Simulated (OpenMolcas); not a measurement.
A calculation on Co²⁺.

| Item | Value |
| --- | --- |
| Program | OpenMolcas 26.06 |
| Method | CASSCF |
| Basis | ANO-RCC-VQZP [7s6p4d3f2g1h] |
| Scalar Hamiltonian | DKH2, point nucleus |
| Active space | 7 electrons in 5 orbitals (3d) |
| State averaging | 2S+1 = 4 even, 10 roots; 2S+1 = 2 even, 35 roots |
| Spin-orbit coupling | state interaction with AMFI integrals over the reference wave functions, term energies averaged over their components |

(1) Which level of the active space comes out lowest?

(2) How high does 3d7 2P 3/2 lie?

(3) How high does 3d7 2G 9/2 lie?

(4) How high does 3d7 4F 3/2 lie?

Measured values: Sugar and Corliss, J. Phys. Chem. Ref. Data 10, 1097 (1981).

## Answers

(1) 3d7 4F 9/2, with 100 % of that term; it is also the measured ground level.

(2) 25653 cm-1 above the lowest level; measured 20195 cm-1 above the ground level, so the calculation is off by +27 %.

(3) 19402 cm-1 above the lowest level; measured 16978 cm-1 above the ground level, so the calculation is off by +14 %.

(4) 1850 cm-1 above the lowest level; measured 1867 cm-1 above the ground level, so the calculation is off by -1 %.

Without dynamic correlation excited terms often stand tens of per cent too high (terms of higher spin than the ground term too low), and those without a measured partner can miss by more than the paired ones. Computed and measured levels are paired by configuration, term and J; levels that our copy of the source lacks, or whose pairing is in doubt (as where it misses far off the trend of its configuration), stay unpaired and out of the deviations. Only configurations of the active space appear.
